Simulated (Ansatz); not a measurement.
## Relaxing a trial structure of C5H9BO2

The starting geometry of this gas-phase singlet was optimised with GFN2-xTB; its bonds are those of `B[C@@]1(C=O)CCCO1`.

```xyz
17

C    -0.2535    0.5297    0.8675
C     1.2391    0.7358    1.1083
C    -0.7903    1.7257    0.0537
C    -1.0576    2.7443    1.1571
C    -1.5244    1.8520    2.3101
B    -0.3283   -0.8799    0.1525
O     2.0391    1.0966    0.2933
O    -0.9190    0.5816    2.1342
H    -0.0131   -0.9448   -0.9669
H    -0.6647   -1.8126    0.7624
H     1.5178    0.5134    2.1549
H    -0.0540    2.0555   -0.6756
H    -1.7145    1.4542   -0.4567
H    -0.1321    3.2571    1.4240
H    -1.8073    3.4836    0.8845
H    -2.6149    1.7223    2.2869
H    -1.2415    2.2454    3.2910
```

Q: Predict what it relaxes into with B3LYP/def2-SVP.

A: It keeps its bonds, and is `B[C@@]1(C=O)CCCO1`.

The energy falls by 0.16 eV over 27 steps:

```
step  E − E(last) (eV)
   1             0.157
   4             0.066
   7             0.031
  10             0.009
  13             0.005
  15             0.003
  18             0.001
  21             0.000
  24             0.000
  27             0.000
```

Final geometry (Å):

```xyz
17

C     0.0184    0.5877    1.0148
C     1.5296    0.6955    1.0505
C    -0.6367    1.6928    0.1029
C    -1.2204    2.6635    1.1405
C    -1.5320    1.7376    2.3188
B    -0.5729   -0.6357    0.2421
O     2.2246    0.9387    0.0966
O    -0.4741    0.7955    2.3457
H    -0.0464   -1.0097   -0.7732
H    -1.6157   -1.1089    0.6157
H     1.9544    0.5164    2.0718
H     0.1231    2.1144   -0.5692
H    -1.4426    1.2803   -0.5377
H    -0.4535    3.3999    1.4294
H    -2.1025    3.2094    0.7745
H    -2.5064    1.2302    2.1661
H    -1.5661    2.2522    3.2916
```

No frequencies were run, so the end isn't proven a minimum. Run with Ansatz 0.2.0, 110 s on 2 threads of Intel(R) Xeon(R) 6975P-C (Granite Rapids), with other jobs on the host.
